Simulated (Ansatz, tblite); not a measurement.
Removing and adding an electron: Si21H30. Total charge 0; singlet. Geometry: r2SCAN-D4/def2-SVP. Ansatz, gas phase; energy differences of separate SCF runs; the oxidised species was run as a doublet alone; the reduced species was run as a doublet alone.

```xyz
51

Si    2.7903   -3.0563   -1.9266
Si   -2.2326    1.2043   -3.3655
Si    1.2699    0.0309   -3.6477
Si   -0.5594   -1.7035   -0.9405
Si   -1.8695    1.4172    1.0250
Si    0.9755   -1.2769    0.8669
Si   -0.1811    2.2188   -0.4860
Si   -1.4188   -1.8467    3.5597
Si    0.2786    1.4420    3.9746
Si    3.6461    0.5119   -0.9095
Si   -2.4469   -0.6740   -1.9585
Si   -2.6449   -0.6308    1.9568
Si    0.8287   -2.1191   -2.8066
Si    0.3966   -2.8828    2.4783
Si    3.1101   -1.6324   -0.0894
Si   -0.5545    0.7458   -4.9367
Si   -1.5592    3.1136   -2.1707
Si    1.6588    1.4387   -1.7903
Si   -1.4537    2.6711    2.9716
Si    1.6117    0.5461    2.2526
Si   -0.6159   -0.3575    5.1866
H     3.9362   -3.0361   -2.8895
H     2.5505   -4.4643   -1.4747
H    -3.5706    1.3860   -4.0209
H     2.5442    0.0443   -4.4415
H    -1.1289   -3.0324   -0.5215
H    -3.1277    1.9400    0.3852
H     0.4432    3.3509    0.2805
H    -2.3760   -2.8379    4.1552
H     1.1789    2.2915    4.8229
H     4.5725    0.4128   -2.0857
H     4.3035    1.3701    0.1232
H    -2.8338   -1.8131   -2.8610
H    -3.5991   -0.4466   -1.0350
H    -3.1234   -1.6075    0.9326
H    -3.8656   -0.1015    2.6568
H     0.1268   -2.9721   -3.8204
H     0.0032   -4.1901    1.8666
H     1.5244   -3.1104    3.4380
H     4.0984   -2.1209    0.9251
H    -0.9713   -0.3331   -5.8887
H    -0.2091    1.9750   -5.7195
H    -0.8001    4.0353   -3.0761
H    -2.7307    3.8499   -1.6010
H     2.0356    2.7756   -2.3728
H    -1.0137    4.0663    2.6590
H    -2.6587    2.7243    3.8601
H     2.1459    1.6786    1.4346
H     2.8008   -0.0916    2.9172
H    -1.7258    0.1033    6.0804
H     0.4405   -1.0070    6.0266
```

The xTB rows come from tblite. Single mean-field runs in def2-SVP are fitted with def2-universal-jkfit. HOMO above LUMO, or a gap near zero within one spin, warns that the state may not be the lowest or that an electron is smeared out.

```json
{"level": "GFN1-xTB", "−HOMO (eV)": "11.10", "vertical IE (eV)": "12.32", "−LUMO (eV)": "8.63", "vertical EA (eV)": "7.23", "HOMO–LUMO gap (eV)": "2.47", "IE − EA (eV)": "5.08", "remarks": "–"}
{"level": "GFN2-xTB", "−HOMO (eV)": "8.78", "vertical IE (eV)": "10.10", "−LUMO (eV)": "6.29", "vertical EA (eV)": "4.85", "HOMO–LUMO gap (eV)": "2.49", "IE − EA (eV)": "5.25", "remarks": "–"}
{"level": "PBE0-D4/def2-SVP", "−HOMO (eV)": "7.14", "vertical IE (eV)": "8.22", "−LUMO (eV)": "1.53", "vertical EA (eV)": "0.65", "HOMO–LUMO gap (eV)": "5.62", "IE − EA (eV)": "7.56", "remarks": "HOMO above zero (-1 doublet)"}
{"level": "r2SCAN0-D4/def2-SVP", "−HOMO (eV)": "7.30", "vertical IE (eV)": "8.31", "−LUMO (eV)": "1.49", "vertical EA (eV)": "0.61", "HOMO–LUMO gap (eV)": "5.81", "IE − EA (eV)": "7.70", "remarks": "HOMO above zero (-1 doublet)"}
```

(1) Estimate the rows for HF/def2-SVP, PBE-D4/def2-SVP, r2SCAN-D4/def2-SVP, ωB97X-V/def2-SVP.

Results:

(1) 
```tsv
level	−HOMO (eV)	vertical IE (eV)	−LUMO (eV)	vertical EA (eV)	HOMO–LUMO gap (eV)	IE − EA (eV)	remarks
HF/def2-SVP	9.29	8.06	-1.55	-0.81	10.85	8.88	–
PBE-D4/def2-SVP	6.18	7.74	2.18	0.83	4.00	6.91	HOMO above zero (-1 doublet), gap within one spin near zero (+1 doublet), gap within one spin near zero (-1 doublet)
r2SCAN-D4/def2-SVP	6.45	7.94	2.10	0.74	4.35	7.20	HOMO above zero (-1 doublet), gap within one spin near zero (+1 doublet)
ωB97X-V/def2-SVP	9.17	8.61	-0.37	0.10	9.54	8.51	–
```

Relaxing the reduced species (r2SCAN-D4/def2-SVP) changes its energy by -0.73 eV at PBE-D4/def2-SVP, so the adiabatic electron affinity to this nearest minimum is 1.56 eV. At PBE0-D4/def2-SVP it is 1.47 eV.     A HOMO above zero means that the electron is unbound at that level or that self-interaction error raises the level; the energy of removing that electron tells which. Raw xTB energy differences between charge states are shifted by several eV; the methods need an empirical correction for them. Sets without diffuse functions give affinities that are too small. A negative affinity means that the extra electron isn't bound; its size then hangs on the basis.
